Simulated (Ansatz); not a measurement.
Mg₂F₄. Charge 0, multiplicity 3. Geometry PBE0-D4/def2-SVP, that of the neutral singlet.

```xyz
6

Mg   -0.465   -1.296   -0.452
Mg    0.473    1.294    0.452
F     1.027    2.871    0.997
F    -1.048   -2.864   -0.997
F    -0.007    0.408   -1.165
F     0.020   -0.413    1.165
```

At PBE-D4/def2-TZVP, r2SCAN-D4/def2-TZVP the gap within one spin of the charge 0 triplet nearly closes, so an electron or hole may be smeared out by delocalisation error. At PBE0-D4/def2-TZVP a singlet of charge 0 lies 7.24 eV below the triplet at the same geometry. The structure comes from a short search, and lower isomers may exist.

(1) Estimate the α-spin orbital energies around the gap (eV) in Ansatz with PBE-D4/def2-TZVP, r2SCAN-D4/def2-TZVP, PBE0-D4/def2-TZVP.

Results:

(1) 
```json
{"orbital": "HOMO−5", "PBE-D4/def2-TZVP": "-10.73", "r2SCAN-D4/def2-TZVP": "-11.16", "PBE0-D4/def2-TZVP": "-12.73"}
{"orbital": "HOMO−4", "PBE-D4/def2-TZVP": "-10.31", "r2SCAN-D4/def2-TZVP": "-10.90", "PBE0-D4/def2-TZVP": "-12.38"}
{"orbital": "HOMO−3", "PBE-D4/def2-TZVP": "-10.28", "r2SCAN-D4/def2-TZVP": "-10.89", "PBE0-D4/def2-TZVP": "-11.98"}
{"orbital": "HOMO−2", "PBE-D4/def2-TZVP": "-10.18", "r2SCAN-D4/def2-TZVP": "-10.63", "PBE0-D4/def2-TZVP": "-11.41"}
{"orbital": "HOMO−1", "PBE-D4/def2-TZVP": "-10.17", "r2SCAN-D4/def2-TZVP": "-10.61", "PBE0-D4/def2-TZVP": "-11.19"}
{"orbital": "HOMO", "PBE-D4/def2-TZVP": "-3.21", "r2SCAN-D4/def2-TZVP": "-3.15", "PBE0-D4/def2-TZVP": "-3.45"}
{"orbital": "LUMO", "PBE-D4/def2-TZVP": "-1.78", "r2SCAN-D4/def2-TZVP": "-1.60", "PBE0-D4/def2-TZVP": "-1.20"}
{"orbital": "LUMO+1", "PBE-D4/def2-TZVP": "-1.42", "r2SCAN-D4/def2-TZVP": "-1.44", "PBE0-D4/def2-TZVP": "-0.69"}
{"orbital": "LUMO+2", "PBE-D4/def2-TZVP": "-0.47", "r2SCAN-D4/def2-TZVP": "-0.36", "PBE0-D4/def2-TZVP": "0.26"}
{"orbital": "LUMO+3", "PBE-D4/def2-TZVP": "-0.35", "r2SCAN-D4/def2-TZVP": "-0.04", "PBE0-D4/def2-TZVP": "0.38"}
{"orbital": "LUMO+4", "PBE-D4/def2-TZVP": "0.68", "r2SCAN-D4/def2-TZVP": "1.01", "PBE0-D4/def2-TZVP": "1.37"}
{"orbital": "LUMO+5", "PBE-D4/def2-TZVP": "1.10", "r2SCAN-D4/def2-TZVP": "1.62", "PBE0-D4/def2-TZVP": "1.79"}
{"orbital": "β HOMO", "PBE-D4/def2-TZVP": "-9.75", "r2SCAN-D4/def2-TZVP": "-9.96", "PBE0-D4/def2-TZVP": "-10.47"}
{"orbital": "β LUMO", "PBE-D4/def2-TZVP": "-9.74", "r2SCAN-D4/def2-TZVP": "-9.95", "PBE0-D4/def2-TZVP": "-9.86"}
```
